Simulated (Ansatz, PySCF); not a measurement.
Complex: CH4 (SMILES C) (first 5 atoms) with CH2F2 (SMILES FCF); geometry from B3LYP-D3(BJ)/def2-TZVP, rigid monomers moved along the line of their centres of mass till C1···H9 is 2.72 Å.
(charge 0, multiplicity 1):
```xyz
10

C     -0.025    -0.035    -0.244
H      0.307     0.857     0.286
H     -1.107    -0.005    -0.372
H      0.449    -0.072    -1.224
H      0.254    -0.918     0.328
F      0.296     1.134     2.858
C     -0.517     0.050     3.000
F      0.243    -1.076     2.903
H     -1.245     0.051     2.188
H     -0.970     0.081     3.992
```

Interaction energies are E(AB) − E(A) − E(B) at the monomers' geometry in the complex; basis-set methods are counterpoise corrected. Rows marked so take none.

Rows in 6-31G* carry no dispersion term and start afresh at each structure (6-31G* with six Cartesian d functions).

Run with Ansatz (Gaussian orbitals); PySCF for 6-31G* rows, the dispersion terms. Values without a source in brackets are computed.

Task: What is the computed interaction energy (PBE0-D3(BJ)/def2-TZVPPD)?

Result: -0.5 kcal/mol

Task: Predict the interaction energy from B3LYP/6-31G*.

Result: 1.1 kcal/mol

Task: What interaction energy does B3LYP/6-31G* (no counterpoise) give?

Result: -1.0 kcal/mol

Ansatz is an electronic-structure program.
